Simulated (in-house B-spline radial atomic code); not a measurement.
Results of a calculation; reference values are marked as such.
Extrapolating the RPA correlation energy in partial waves: I VII (I6+)

All-electron RPA on r2SCAN orbitals from an all-electron radial atomic-structure program (B-spline basis), scalar-relativistic (spin-free one-electron X2C), finite nucleus, configuration [Kr] 4d10 5s1, highest spin. With empty states up to angular momentum L the sums are:

| L | E_c(L) (hartree) |
| --- | --- |
| 4 | -3.152366 |
| 5 | -3.421582 |
| 6 | -3.554194 |
| 7 | -3.625243 |

For large l each further wave adds A/(l + 1/2)⁴, because the basis must build the cusp where two electrons meet.

(1) Estimate the limit from L = 6 and L = 7.

(2) How good is the estimate?

Results:

(1) Wave 7 adds -0.071049, against a sum of (l + 1/2)⁻⁴ of 3.16049e-04, so A = -224.8. The sum over l > 7 is ζ(4, 8.5) = 6.4602e-04, close to 1/(3 × 8³) = 6.5104e-04. The tail is -0.145228 and the limit -3.77047 hartree.

(2) A run to L = 11 sums to -3.71053 and extrapolates to -3.74210 hartree, 2.42 millihartree from the run before, so it has not settled and is itself too deep. The estimate differs from that by -28.38 millihartree, while the bare sum at L = 7 misses 116.9 millihartree (3.1 %).
